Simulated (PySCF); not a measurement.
# AgCl: from constants to spectrum

PBE0 constants of AgCl, ¹Σ⁺ (singlet), closed shell (basis Ag cc-pVDZ-PP with ECP28, Cl cc-pV(D+d)Z; scalar-relativistic core potentials; PySCF 2.14; masses 106.9051 and 34.9689 u):

```
ωe                       : 340.5 cm⁻¹
ωexe                     : 1.26 cm⁻¹
Be                       : 0.12222 cm⁻¹
αe                       : 0.000631 cm⁻¹
De to Ag (4d10 5s1) + Cl : 3.09 eV
```

Q: What force constant and bond length do these constants imply?

A: Reduced mass μred = 26.350 u; k = 5.8918×10⁻⁷·μred·ωe² (u, cm⁻¹, mdyn/Å) = 1.80 mdyn/Å; Re = √(16.8576/(μred·Be)) (u, cm⁻¹, Å) = 2.288 Å.

Q: Estimate the centrifugal constant D from the Kratzer relation and find the Dunham coefficient a1.

A: D = 4Be³/ωe² = 6.3e-08 cm⁻¹; a1 = −1 − αeωe/(6Be²) = -3.40.

Measured values (Huber and Herzberg, Constants of Diatomic Molecules (1979)): ωe = 343.49 cm⁻¹, ωexe = 1.17 cm⁻¹, Be = 0.12298388 cm⁻¹, αe = 0.000595405 cm⁻¹.

Spin–orbit coupling is left out, which matters for elements this heavy, above all for dissociation energies.
